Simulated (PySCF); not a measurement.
Job file and geometry (Å, from GFN2-xTB) of an NMR shielding run on SMILES B(/C=C(/B)C=C)C, C5H10B2, PySCF 2.14.0, density-fitted response routines, GIAO PBE0/pcSseg-1 NMR shielding, non-relativistic, gas phase; density fitting, a coarse starting grid and PySCF grid level 2 are the driver's defaults:

```
$ OMP_NUM_THREADS=1 python probes_run.py task.json out

{"job": {"kind": "nmr", "xc": "PBE0", "basis": "pcSseg-1"}, "charge": 0, "multiplicity": 1}
B     -1.733605     1.575577    -0.851607
C     -0.823001     0.503782    -0.207000
C     -1.318881    -0.817787     0.171080
C     -2.418307    -1.384534    -0.311848
C      0.468259     0.806589     0.106181
B      1.498691    -0.022884     0.900036
C      2.927296    -0.290085     0.291027
H     -1.260534     2.439757    -1.483350
H     -2.887208     1.574821    -0.658390
H     -0.696323    -1.365626     0.869899
H     -2.732937    -2.368011    -0.004138
H     -3.038623    -0.889835    -1.039922
H      0.832044     1.760588    -0.267204
H      1.267446    -0.416557     1.982397
H      3.682799     0.197206     0.908079
H      3.169556    -1.351746     0.314413
H      3.056329     0.060775    -0.729563
```

Q: What does the program print?

A: 
```
coarse grid: 13808 points
cycle   1  E = -245.7364837494  dE =  5.637e-01  |g| = 4.068e-01  |ddm| = 3.551e+00
cycle   2  E = -245.7416964858  dE = -5.213e-03  |g| = 3.973e-01  |ddm| = 7.547e-01
cycle   3  E = -245.7840178054  dE = -4.232e-02  |g| = 3.586e-02  |ddm| = 3.772e-01
cycle   4  E = -245.7842150085  dE = -1.972e-04  |g| = 2.511e-02  |ddm| = 5.354e-02
cycle   5  E = -245.7843563520  dE = -1.413e-04  |g| = 8.269e-03  |ddm| = 2.444e-02
cycle   6  E = -245.7843758188  dE = -1.947e-05  |g| = 1.227e-03  |ddm| = 9.011e-03
cycle   7  E = -245.7843761104  dE = -2.915e-07  |g| = 7.443e-04  |ddm| = 1.770e-03
final grid: 132176 points
cycle   8  E = -245.8232929755  dE = -4.189e-05  |g| = 7.731e-03  |ddm| = 3.207e-02
cycle   9  E = -245.8232922770  dE =  6.985e-07  |g| = 8.031e-03  |ddm| = 1.478e-02
cycle  10  E = -245.8233093901  dE = -1.711e-05  |g| = 9.913e-04  |ddm| = 7.505e-03
cycle  11  E = -245.8233096238  dE = -2.337e-07  |g| = 3.664e-04  |ddm| = 1.144e-03
cycle  12  E = -245.8233096603  dE = -3.658e-08  |g| = 7.396e-05  |ddm| = 3.847e-04
cycle  13  E = -245.8233096619  dE = -1.530e-09  |g| = 2.185e-05  |ddm| = 8.177e-05
cycle  14  E = -245.8233096620  dE = -1.009e-10  |g| = 9.339e-06  |ddm| = 2.607e-05
converged SCF energy = -245.8233096620

GIAO shielding tensors (ppm)
atom      isotropic    diamagn.    paramagn.     s11        s22        s33       span
  0 B       23.744     193.683    -169.940    -29.757    -23.412    124.399    154.156
  1 C       16.350     254.794    -238.444    -85.495    -22.319    156.863    242.358
  2 C       35.322     257.771    -222.449    -80.104     41.908    144.162    224.267
  3 C       61.006     253.630    -192.623    -44.974     63.250    164.743    209.717
  4 C       10.380     259.159    -248.779    -97.281     -3.406    131.827    229.108
  5 B       17.493     192.338    -174.845    -56.911    -15.965    125.354    182.265
  6 C      171.142     252.391     -81.249    142.488    179.765    191.173     48.685
  7 H       24.614      30.661      -6.046     18.417     26.908     28.517     10.100
  8 H       24.139      30.968      -6.828     17.477     26.330     28.610     11.134
  9 H       24.860      34.315      -9.455     21.319     23.924     29.338      8.019
 10 H       26.095      29.585      -3.490     23.799     25.403     29.083      5.284
 11 H       25.915      31.971      -6.057     22.855     25.613     29.275      6.420
 12 H       24.084      33.482      -9.398     19.119     24.604     28.530      9.411
 13 H       23.392      30.854      -7.463     16.704     25.404     28.066     11.362
 14 H       30.690      27.718       2.972     26.631     28.684     36.755     10.124
 15 H       30.571      29.543       1.028     27.445     28.237     36.031      8.586
 16 H       30.280      31.844      -1.564     27.294     29.367     34.180      6.885
```

Size and cost of the density-fitted run: 169 basis functions, 28 s wall time on 1 thread of an Arm Neoverse V2, shared host; peak memory 0.75 GiB.
